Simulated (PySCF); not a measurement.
## Name the molecule from its bond curve

A diatomic of charge -1 contains Te. Its doublet curve at BHandHLYP in a double-zeta basis (scalar-relativistic core potentials, PySCF), in eV from the separated fragments:

(R (Å), E (eV)): (2.219, -0.632), (2.322, -1.045), (2.425, -1.267), (2.503, -1.342), (2.580, -1.359), (2.657, -1.334), (2.761, -1.256), (2.890, -1.115), (3.044, -0.928), (3.251, -0.702)

The fit gives ωe = 315 cm⁻¹ and the rotational constant Bₑ = 0.1261 cm⁻¹.

Problem. Which atom is the partner?

Solution. The minimum lies at 2.569 Å, so the reduced mass is 16.8576 u Å² cm⁻¹/(Bₑ·Re²) = 20.26 u. With Te at 129.91 u the partner weighs about 24.0 u: Mg. The molecule is MgTe⁻.

Spin–orbit coupling is left out. The state was picked by a PBE0 search and need not be the measured ground state.
